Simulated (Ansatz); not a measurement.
Single points on the cluster S₇⁻.

```yaml
crystal:
  periodic: [false, false, false]
  atoms:
    - {symbol: S, position_ang: [1.290345, -1.858885, 0.297397]}
    - {symbol: S, position_ang: [1.494687, 1.525386, 0.460317]}
    - {symbol: S, position_ang: [0.056159, 2.500603, -0.534652]}
    - {symbol: S, position_ang: [-2.405857, 0.845872, -0.191565]}
    - {symbol: S, position_ang: [-0.698736, -2.091122, -0.282845]}
    - {symbol: S, position_ang: [-1.843375, -0.716712, 0.927317]}
    - {symbol: S, position_ang: [2.106787, -0.205132, -0.675959]}
basis:
  gaussian: {orbitals: def2-TZVPD, initial_orbitals: start.molden}
total_charge: -1
magnetization: {spin_polarized: true, initial_magnetization: 1}
hamiltonian: {xc: pbe0, dispersion: d4}
scf: {omitted_lower_state_checks: [starts]}
output: {orbitals: {seedname: orbitals}}
```

The file start.molden holds the orbitals of an earlier run on this structure, at another level or in another basis.

```sh
$ ansatz run in.yaml --threads 4 --pin off --events-out ev --progress --plain --max-ram 4787MiB
```

Output, abridged:

```
Functional definition: PBE0
2205 factors; their error is unknown
the host lacks memory for fits, so the integrals are decomposed
1951 factors; integrals over basis functions are off by at most 3.6e-4 eV
mean field evaluation 1: about -75819.9120 eV, gradient 1.6e2 eV
mean field evaluation 2: about -75825.9685 eV, gradient 8.3e0 eV
mean field evaluation 4: about -75826.7094 eV, gradient 3.3e-2 eV
mean field evaluation 8: about -75827.1699 eV, gradient 2.0e-5 eV
mean field -75827.16991637 eV, -2786.5970969248 hartree, gradient 2.0e-5 eV, S^2 0.757609; 0 other end points of the search recorded, 0 dependent functions left out
reference -75827.16997038 eV, -2786.5970989097 hartree; 57, 56 occupied and 265, 266 virtual orbitals, 1951 factors
Total energy: -75827.65631138 eV, -2786.6149716116 hartree
Checks for a lower state left out: starts
```

It took 33 s on 4 threads of Arm Neoverse V1 on a shared host, peak host memory 1.7 GiB.

First input, but with `hamiltonian: {xc: {name: revPBE}, dispersion: d4}` (abridged; 15 s):

```
Functional definition: revPBE
mean field -75840.31817324 eV, -2787.0802864526 hartree, gradient 6.9e-5 eV, S^2 0.753385
Total energy: -75841.59987535 eV, -2787.1273881364 hartree
Checks for a lower state left out: starts
```

First input, but with `hamiltonian: {xc: pbe, dispersion: d4}`, `output: {forces: true, orbitals: {seedname: orbitals}}` (abridged; 17 s):

```
Functional definition: PBE
mean field -75822.18909007 eV, -2786.4140549343 hartree, gradient 7.4e-5 eV, S^2 0.753143
Total energy: -75822.74070655 eV, -2786.4343264660 hartree
Atom 0 force    -0.119643     0.131915    -0.233311 eV/Å
Atom 1 force    -0.116601    -0.036822    -0.331458 eV/Å
Atom 2 force     0.209333    -0.104563     0.160755 eV/Å
Atom 3 force     0.050744    -0.210650     0.183620 eV/Å
Atom 4 force     0.089546     0.162265     0.271191 eV/Å
Atom 5 force     0.013723     0.046758    -0.351413 eV/Å
Atom 6 force    -0.127102     0.011098     0.300616 eV/Å
Dipole moment:     0.317684    -0.449306     0.114806 e Å
Checks for a lower state left out: starts
```

The first input with `gaussian: {orbitals: def2-SVPD, initial_orbitals: start.molden}`, `correlation: {method: mp2}` and without the key `hamiltonian` (abridged; 14 s):

```
Functional definition: HF
mean field -75699.16550386 eV, -2781.8930215296 hartree, gradient 3.0e-6 eV, S^2 0.778868
35 core orbitals not correlated: weight in the atoms' cores, before any rotation towards them, 1.000 or more for the frozen orbitals, at most 0.000 for the correlated occupied ones
second order -26.66678180 eV of doubles, -0.00000000 eV of singles
Total energy: -75725.83228566 eV, -2782.8730076853 hartree
Checks for a lower state left out: starts
```

The first input with `hamiltonian: {xc: r2scan, dispersion: d4}` (abridged; 33 s):

```
Functional definition: r2SCAN
mean field -75848.78779318 eV, -2787.3915392446 hartree, gradient 7.6e-5 eV, S^2 0.756872
Total energy: -75848.92476749 eV, -2787.3965729576 hartree
Checks for a lower state left out: starts
```

First input, but with `gaussian: {orbitals: def2-SVPD, initial_orbitals: start.molden}`, `hamiltonian: {xc: pbe}`, `correlation: {method: rpa}` and without the key `output` (abridged; 12 s):

```
Functional definition: PBE
mean field -75796.09201240 eV, -2785.4550050194 hartree, gradient 3.6e-6 eV, S^2 0.752810
35 core orbitals not correlated: weight in the atoms' cores, before any rotation towards them, 1.000 or more for the frozen orbitals, at most 0.000 for the correlated occupied ones
Total energy: -75740.31288535 eV, -2783.4051599086 hartree
Checks for a lower state left out: starts
```

First input, but with `gaussian: {orbitals: STO-3G}`, `hamiltonian: {xc: hf}` (abridged; 0.8 s):

```
Functional definition: HF
mean field -74888.21753698 eV, -2752.0912334271 hartree, gradient 1.2e-5 eV, S^2 0.753359
Total energy: -74888.21753698 eV, -2752.0912334271 hartree
Checks for a lower state left out: starts
```

Geometry: r2SCAN-D4/def2-SVPD.

Correlated methods freeze 35 core orbitals. At HF/STO-3G the highest occupied level of the charge -1 doublet lies above zero (up to 2.44 eV). In Hartree–Fock with STO-3G the lack of diffuse functions raises the level. The structure comes from a short search, and lower isomers may exist.
